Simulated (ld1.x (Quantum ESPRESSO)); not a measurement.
**Pseudopotential generation for O: RRKJ, PBE, scalar-relativistic.**

Input for ld1.x (Quantum ESPRESSO) 7.5:

```
&input
   title='O', zed=8., rel=1, dft='PBE', iswitch=3,
   config='[He] 2s2 2p4 3d-2',
   nld=3, rlderiv=2.40, eminld=-4.0, emaxld=5.0, deld=0.02
 /
 &inputp
   pseudotype=2, tm=.false., lloc=1,
   nlcc=.false.,
   file_pseudopw='O.UPF', file_wfcaegen='ae.wfc', file_wfcncgen='nc.wfc', file_beta='beta', file_chi='chi'
 /
3
2S  1  0   2.00   0.00  0.75  0.75  0.0
3D  3  2  -2.00  -0.20  2.10  2.10  0.0
2P  2  1   4.00   0.00  2.20  2.20  0.0
 &test
   configts(1)='2s2 2p4'
 /
```

Command:

```bash
ld1.x < O.in > O.out
```

Resulting log (shortened: banner, matrices, multipoles, cross overlaps and the repeated all-electron block are left out):

```
Program LD1 v.7.5
     --------------------------- All-electron run ----------------------------

     O
     scalar relativistic calculation

     atomic number is  8.00
     dft =PBE   lsd =0 sic =0 latt =0  beta=0.20 tr2=1.0E-14
     Exchange-correlation= PBE
                           (   1   4   3   4   0   0   0)
     mesh =1095 r(mesh) =  99.04343 a.u. xmin = -7.00 dx = 0.01250
     1 Ry =  13.60569312 eV, c = 137.03599908

     n l     nl                  e(Ry)          e(Ha)          e(eV)
     1 0     1S 1( 2.00)       -37.8295       -18.9148      -514.6969
     2 0     2S 1( 2.00)        -1.7611        -0.8806       -23.9616
     2 1     2P 1( 4.00)        -0.6637        -0.3319        -9.0308

     final scf error:  9.7E-15 reached in  23 iterations

     Etot =    -150.004152 Ry,     -75.002076 Ha,   -2040.910458 eV

     Ekin =     149.791567 Ry,      74.895784 Ha,    2038.018097 eV
     Encl =    -356.113718 Ry,    -178.056859 Ha,   -4845.173959 eV
     Eh   =      72.868749 Ry,      36.434374 Ha,     991.429835 eV
     Exc  =     -16.550750 Ry,      -8.275375 Ha,    -225.184431 eV

     normalization and overlap integrals

     s(1S/1S) =  1.000000  <r> =   0.1995  <r2> =    0.0538  r(max) =   0.1298
     s(2S/2S) =  1.000000  <r> =   1.1394  <r2> =    1.5805  r(max) =   0.8677
     s(2P/2P) =  1.000000  <r> =   1.2657  <r2> =    2.1375  r(max) =   0.8151

     ------------------------ End of All-electron run ------------------------

     --------------------- Generating NC pseudopotential ---------------------

      Generating local pot.: lloc=1, matching radius rcloc =   2.2000

      Wfc   2S  rcut= 0.756  Estimated cut-off energy=      213.24 Ry
      This function has    0 nodes for 0 < r <    0.756

      Wfc   3D  rcut= 2.108  Estimated cut-off energy=       49.43 Ry
      This function has    0 nodes for 0 < r <    2.108

     ------------------- End of pseudopotential generation -------------------

     Computing logarithmic derivative in   2.40326

       Warning: n=1, l=0 expected 0 nodes, found 1
       Setting wfc to zero for this iteration
       (This warning will only be printed once per wavefunction)

     Computing logarithmic derivative in   2.40326
     Computing the partial wave expansion
     R is outside the sphere for l=    0 j= 0.00
       no projector for channel:   1
     R is outside the sphere for l=    2 j= 0.00

     ---------------------- Testing the pseudopotential ----------------------

     O
     scalar relativistic calculation

     atomic number is  8.00   valence charge is  6.00
     dft =PBE   lsd =0 sic =0 latt =0  beta=0.20 tr2=1.0E-14
     mesh =1095 r(mesh) =  99.04343 xmin = -7.00 dx = 0.01250

     n l     nl             e AE (Ry)        e PS (Ry)    De AE-PS (Ry)
     1 0     2S   1( 2.00)       -1.76114       -1.76114       -0.00000
     2 1     2P   1( 4.00)       -0.66375       -0.66375        0.00000

     eps = 2.0E-15  iter = 28

     Etot =    -150.004152 Ry,     -75.002076 Ha,   -2040.910458 eV
     Etotps =   -30.499676 Ry,     -15.249838 Ha,    -414.969229 eV

     Ekin =      18.253331 Ry,       9.126666 Ha,     248.349223 eV
     Encl =     -72.007712 Ry,     -36.003856 Ha,    -979.714831 eV
     Ehrt =      26.173395 Ry,      13.086698 Ha,     356.107184 eV
     Ecxc =      -6.313947 Ry,      -3.156973 Ha,     -85.905621 eV
     Epseu=       3.395256 Ry,       1.697628 Ha,      46.194816 eV

     ---------------------- End of pseudopotential test ----------------------
```

Generation and configuration tests took about 1.4 s on one core of a shared server CPU.

Transferability test of the new file with ld1.x, input:

```
&input
   title='O', zed=8., rel=1, dft='PBE', iswitch=2,
   config='[He] 2s2 2p4 3d-2'
 /
 &test
   file_pseudo='O.UPF', nconf=8,
   configts(1)='2s2 2p4',
   configts(2)='2s2 2p3',
   configts(3)='2s2 2p2',
   configts(4)='2s2 2p1',
   configts(5)='2s2 2p3.5',
   configts(6)='2s2 2p4.3',
   configts(7)='2s1 2p5',
   configts(8)='2s0 2p6'
 /
```

```bash
ld1.x < O.test.in > O.test.out
```

Pseudopotential blocks of its output, shortened (energy terms left out; the distinct warnings before each block abridged to one line each):

```
     Warning: n=1, l=0 expected 0 nodes, found 1
     ---------------------- Testing the pseudopotential ----------------------

     n l     nl             e AE (Ry)        e PS (Ry)    De AE-PS (Ry)
     1 0     2S   1( 2.00)       -1.76114       -1.76114       -0.00000
     2 1     2P   1( 4.00)       -0.66375       -0.66375        0.00000

     eps = 8.1E-15  iter = 23

     Etot =    -150.004152 Ry,     -75.002076 Ha,   -2040.910457 eV
     Etotps =   -30.499676 Ry,     -15.249838 Ha,    -414.969233 eV

     ---------------------- End of pseudopotential test ----------------------

          ---------------------- Testing the pseudopotential ----------------------

     n l     nl             e AE (Ry)        e PS (Ry)    De AE-PS (Ry)
     1 0     2S   1( 2.00)       -2.91523       -2.92556        0.01034  !
     2 1     2P   1( 3.00)       -1.79705       -1.78388       -0.01317  !

     eps = 9.6E-15  iter = 18

     Etot =    -148.796508 Ry,     -74.398254 Ha,   -2024.479622 eV
     Etotps =   -29.294906 Ry,     -14.647453 Ha,    -398.577506 eV
     dEtot_ae =       1.207644 Ry
     dEtot_ps =       1.204770 Ry,   Delta E=       0.002874 Ry

     ---------------------- End of pseudopotential test ----------------------

          ---------------------- Testing the pseudopotential ----------------------

     n l     nl             e AE (Ry)        e PS (Ry)    De AE-PS (Ry)
     1 0     2S   1( 2.00)       -4.28836       -4.27230       -0.01606  !
     2 1     2P   1( 2.00)       -3.17823       -3.08816       -0.09008  !

     eps = 8.5E-15  iter = 20

     Etot =    -146.327963 Ry,     -73.163981 Ha,   -1990.893355 eV
     Etotps =   -26.871113 Ry,     -13.435556 Ha,    -365.600117 eV
     dEtot_ae =       3.676189 Ry
     dEtot_ps =       3.628563 Ry,   Delta E=       0.047626 Ry

     ---------------------- End of pseudopotential test ----------------------

          ---------------------- Testing the pseudopotential ----------------------

     n l     nl             e AE (Ry)        e PS (Ry)    De AE-PS (Ry)
     1 0     2S   1( 2.00)       -5.84242       -5.74242       -0.09999  !
     2 1     2P   1( 1.00)       -4.77428       -4.51389       -0.26039  !

     eps = 9.1E-15  iter = 36

     Etot =    -142.368669 Ry,     -71.184335 Ha,   -1937.024424 eV
     Etotps =   -23.078249 Ry,     -11.539124 Ha,    -313.995572 eV
     dEtot_ae =       7.635483 Ry
     dEtot_ps =       7.421427 Ry,   Delta E=       0.214055 Ry

     ---------------------- End of pseudopotential test ----------------------

          ---------------------- Testing the pseudopotential ----------------------

     n l     nl             e AE (Ry)        e PS (Ry)    De AE-PS (Ry)
     1 0     2S   1( 2.00)       -2.30727       -2.31516        0.00790  !
     2 1     2P   1( 3.50)       -1.19639       -1.19528       -0.00111

     eps = 7.6E-15  iter = 29

     Etot =    -149.542165 Ry,     -74.771082 Ha,   -2034.624804 eV
     Etotps =   -30.037607 Ry,     -15.018804 Ha,    -408.682467 eV
     dEtot_ae =       0.461987 Ry
     dEtot_ps =       0.462069 Ry,   Delta E=      -0.000082 Ry

     ---------------------- End of pseudopotential test ----------------------

          ---------------------- Testing the pseudopotential ----------------------

     n l     nl             e AE (Ry)        e PS (Ry)    De AE-PS (Ry)
     1 0     2S   1( 2.00)       -1.46858       -1.46335       -0.00523  !
     2 1     2P   1( 4.30)       -0.38148       -0.37954       -0.00194

     eps = 6.9E-15  iter = 47

     Etot =    -150.160161 Ry,     -75.080080 Ha,   -2043.033064 eV
     Etotps =   -30.655427 Ry,     -15.327714 Ha,    -417.088339 eV
     dEtot_ae =      -0.156009 Ry
     dEtot_ps =      -0.155751 Ry,   Delta E=      -0.000257 Ry

     ---------------------- End of pseudopotential test ----------------------

          ---------------------- Testing the pseudopotential ----------------------

     n l     nl             e AE (Ry)        e PS (Ry)    De AE-PS (Ry)
     1 0     2S   1( 1.00)       -1.79485       -1.81203        0.01718  !
     2 1     2P   1( 5.00)       -0.69467       -0.70768        0.01300  !

     eps = 2.2E-15  iter = 38

     Etot =    -148.905333 Ry,     -74.452667 Ha,   -2025.960272 eV
     Etotps =   -29.398753 Ry,     -14.699376 Ha,    -399.990408 eV
     dEtot_ae =       1.098818 Ry
     dEtot_ps =       1.100923 Ry,   Delta E=      -0.002105 Ry

     ---------------------- End of pseudopotential test ----------------------

          ---------------------- Testing the pseudopotential ----------------------

     n l     nl             e AE (Ry)        e PS (Ry)    De AE-PS (Ry)
     1 0     2S   1( 0.00)       -1.82640       -1.85973        0.03333  !
     2 1     2P   1( 6.00)       -0.72363       -0.74899        0.02535  !

     eps = 9.4E-15  iter = 14

     Etot =    -147.803835 Ry,     -73.901918 Ha,   -2010.973626 eV
     Etotps =   -28.291159 Ry,     -14.145579 Ha,    -384.920827 eV
     dEtot_ae =       2.200316 Ry
     dEtot_ps =       2.208517 Ry,   Delta E=      -0.008201 Ry

     ---------------------- End of pseudopotential test ----------------------
```
